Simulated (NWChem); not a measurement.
System: CH5FOSi2; SMILES F[Si@H]1C[SiH2]O1

Input file for NWChem:

```
start job
memory heap 200 mb stack 900 mb global 1100 mb
geometry units angstroms noautoz
  F     -0.082171    -2.070043    -0.635924
  Si     0.023086    -0.871141     0.447276
  C      1.343543     0.399861     0.021031
  Si    -0.156385     1.537560    -0.229161
  O     -1.197416     0.258143     0.211765
  H     -0.017137    -1.508952     1.784011
  H      2.026293     0.682104     0.836776
  H      1.932732     0.166914    -0.878880
  H     -0.405882     2.006934    -1.620768
  H     -0.261719     2.679489     0.722173
end
basis spherical
  F library def2-tzvp
  Si library def2-tzvp
  C library def2-tzvp
  O library def2-tzvp
  H library def2-tzvp
end
dft
  xc xtpss03 ctpss03
  iterations 200
  semidirect filesize 400000000
  convergence diis 20
end
task dft gradient
```

NWChem printed, in part:

```
             Northwest Computational Chemistry Package (NWChem) 7.3.0
             --------------------------------------------------------

 C1  symmetry detected

                             Geometry "geometry" -> ""
                             -------------------------

 Output coordinates in angstroms (scale by  1.889725989 to convert to a.u.)

  No.       Tag          Charge          X              Y              Z
 ---- ---------------- ---------- -------------- -------------- --------------
    1 F                    9.0000    -0.08786199    -2.05968044    -0.61981551
    2 Si                  14.0000     0.00501962    -0.85303078     0.45588746
    3 C                    6.0000     1.36550974     0.38656731     0.06447874
    4 Si                  14.0000    -0.10093301     1.55235958    -0.24731139
    5 O                    8.0000    -1.18290260     0.29876018     0.16850044
    6 H                    1.0000    -0.09439489    -1.47725534     1.79594033
    7 H                    1.0000     2.02553851     0.66243454     0.90084462
    8 H                    1.0000     1.98031174     0.13312179    -0.81246576
    9 H                    1.0000    -0.29262298     2.01361061    -1.65074760
   10 H                    1.0000    -0.21512467     2.70512386     0.68982694

 Effective nuclear repulsion energy (a.u.)     309.2777344208

                                 NWChem DFT Module
                                 -----------------

 Summary of "ao basis" -> "ao basis" (spherical)
 ------------------------------------------------------------------------------
       Tag                 Description            Shells   Functions and Types
 ---------------- ------------------------------  ------  ---------------------
 F                         def2-tzvp                11       31   5s3p2d1f
 Si                        def2-tzvp                13       37   5s5p2d1f
 C                         def2-tzvp                11       31   5s3p2d1f
 O                         def2-tzvp                11       31   5s3p2d1f
 H                         def2-tzvp                 4        6   3s1p

            General Information
            -------------------
          SCF calculation type: DFT
          Wavefunction type:  closed shell.
          No. of atoms     :    10
          No. of electrons :    56
           Alpha electrons :    28
            Beta electrons :    28
          Charge           :     0
          Spin multiplicity:     1
          Use of symmetry is: off; symmetry adaption is: off
          Maximum number of iterations: 200
          AO basis - number of functions:   197
                     number of shells:    79
          Convergence on energy requested:  1.00D-06
          Convergence on density requested:  1.00D-05
          Convergence on gradient requested:  5.00D-04

              XC Information
              --------------
                  TPSS metaGGA Exchange Functional  1.000
             TPSS03 metaGGA Correlation Functional  1.000

             Grid Information
             ----------------
          Grid used for XC integration:  medium
          Radial quadrature: Mura-Knowles
          Angular quadrature: Lebedev.
          Tag              B.-S. Rad. Rad. Pts. Rad. Cut. Ang. Pts.
          ---              ---------- --------- --------- ---------
          F                   0.50       49          12.0       434
          Si                  1.10       88          11.0       590
          C                   0.70       49          10.0       434
          O                   0.60       49          10.0       434
          H                   0.35       45          12.0       434
          Grid pruning is: on
          Number of quadrature shells:   548
          Spatial weights used:  Erf1

      Superposition of Atomic Density Guess
      -------------------------------------

 Sum of atomic energies:        -792.04358082

      Non-variational initial energy
      ------------------------------

 Total energy =    -794.030908
 1-e energy   =   -1711.924994
 2-e energy   =     608.616351
 HOMO         =      -0.343290
 LUMO         =       0.012025

------------------------------------------------------------
EAF file 0: "./job.aoints.0" size=793247744 bytes
------------------------------------------------------------
               write      read    awrite     aread      wait
               -----      ----    ------     -----      ----
     calls:     1513         0         0         0         0
   data(b): 7.93e+08  0.00e+00  0.00e+00  0.00e+00
   time(s): 0.00e+00  0.00e+00  0.00e+00  0.00e+00  0.00e+00
rate(mb/s): 0.00e+00  0.00e+00
------------------------------------------------------------

[...]

                         DFT ENERGY GRADIENTS

    atom               coordinates                        gradient
                 x          y          z           x          y          z
   1 F      -0.166035  -3.892232  -1.171281   -0.000240  -0.005368  -0.005928
   2 Si      0.009486  -1.611994   0.861502    0.003325   0.001674   0.006250
   3 C       2.580439   0.730506   0.121847   -0.005725  -0.000495   0.000467
   4 Si     -0.190736   2.933534  -0.467351    0.001698   0.002915  -0.001342
   5 O      -2.235362   0.564575   0.318420   -0.003922  -0.000742  -0.000138
   6 H      -0.178380  -2.791608   3.393835    0.000341  -0.000925   0.001835
   7 H       3.827713   1.251820   1.702349    0.002152   0.001033   0.003216
   8 H       3.742247   0.251564  -1.535338    0.001778  -0.001181  -0.003555
   9 H      -0.552977   3.805172  -3.119461    0.000247   0.000876  -0.002635
  10 H      -0.406527   5.111943   1.303584    0.000346   0.002214   0.001830
```

Level: TPSS/def2-TZVP. Structure relaxed at the PBE0/def2-SVP level.
